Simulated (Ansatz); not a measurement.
F₂HNbO₂, SMILES `[O]=[Nb]([OH])([F])[F]`, 6 atoms. Charge 0, multiplicity 1. Correlated methods include outer-core shells of Nb, which these sets cover unevenly. Nb takes the def2 core potential. All runs use 4 threads of an AMD EPYC on a shared host. Correlated methods freeze the cores.

Q: Give the basis size and wall time and peak host memory of each of these runs in Ansatz. RKS B3LYP-D4/def2-TZVPP energy and forces; RKS BHLYP-D4/def2-TZVPP energy; RKS ωB97M-V/def2-SVP energy; RHF-MP2/def2-QZVPP energy; RKS PBE0-D4/def2-TZVPP energy; RKS PBE0-D4/def2-SVP energy; RKS PBE0-D4/def2-TZVP relaxation (6 steps); RKS ωB97M-V/def2-QZVPP energy; RHF-CCSD(T)/def2-SVP energy; RKS PBE0-D4/def2-TZVP frequencies; RKS PBE-D4/def2-TZVPP energy and forces; RHF-CCSD(T)/def2-TZVPP energy. (Estimate.)

A: Ansatz gave: Other jobs shared the machine, so times are rough.

| level | job | functions | wall time | peak host memory (GiB) |
| --- | --- | --- | --- | --- |
| RKS PBE0-D4/def2-SVP | energy | 92 | 4.2 s | 0.18 |
| RKS PBE-D4/def2-TZVPP | energy and forces | 194 | 8.6 s | 0.21 |
| RKS BHLYP-D4/def2-TZVPP | energy | 194 | 9.6 s | 0.39 |
| RKS PBE0-D4/def2-TZVPP | energy | 194 | 10 s | 0.4 |
| RKS ωB97M-V/def2-SVP | energy | 92 | 11 s | 0.29 |
| RKS B3LYP-D4/def2-TZVPP | energy and forces | 194 | 12 s | 0.4 |
| RHF-MP2/def2-QZVPP | energy | 339 | 22 s | 1.2 |
| RHF-CCSD(T)/def2-SVP | energy | 92 | 27 s | 0.44 |
| RKS ωB97M-V/def2-QZVPP | energy | 339 | 30 s | 1.1 |
| RKS PBE0-D4/def2-TZVP | relaxation (6 steps) | 170 | 71 s | 0.36 |
| RKS PBE0-D4/def2-TZVP | frequencies | 170 | 3.5 min | 0.37 |
| RHF-CCSD(T)/def2-TZVPP | energy | 194 | 4.6 min | 2.9 |

B3LYP here is the variant with VWN-RPA as its local correlation; programs differ in this.
